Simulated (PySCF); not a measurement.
SMILES c1(CC=C)ccco1 (C₇H₈O) (GFN2-xTB optimised geometry):

```
16

C     -2.934    -1.920    -2.018
C     -1.740    -2.040    -1.472
C     -1.423    -1.691    -0.045
C     -0.430    -0.576     0.000
C      0.934    -0.576     0.000
C      1.331     0.785     0.000
C      0.181     1.507    -0.004
O     -0.890     0.693    -0.006
H     -3.118    -2.171    -3.049
H     -3.783    -1.568    -1.454
H     -0.897    -2.388    -2.055
H     -0.997    -2.562     0.458
H     -2.333    -1.383     0.473
H      1.576    -1.433     0.006
H      2.333     1.164     0.004
H     -0.006     2.562    -0.003
```

Method: CAM-B3LYP/def2-TZVP (PySCF 2.14.0).

Q: What are the frontier orbital energies and the dipole moment?

A: HOMO-2 -9.36 eV, HOMO-1 -9.00 eV, HOMO -7.57 eV, LUMO 1.15 eV, LUMO+1 1.87 eV; dipole moment 0.62 D.

Meta-Löwdin charges at CAM-B3LYP/def2-TZVP: C1 -0.27, C2 -0.09, C3 -0.21, C4 0.18, C5 -0.21, C6 -0.19, C7 0.03, O8 -0.24, H9 0.12, H10 0.11, H11 0.11, H12 0.13, H13 0.12, H14 0.13, H15 0.13, H16 0.14.
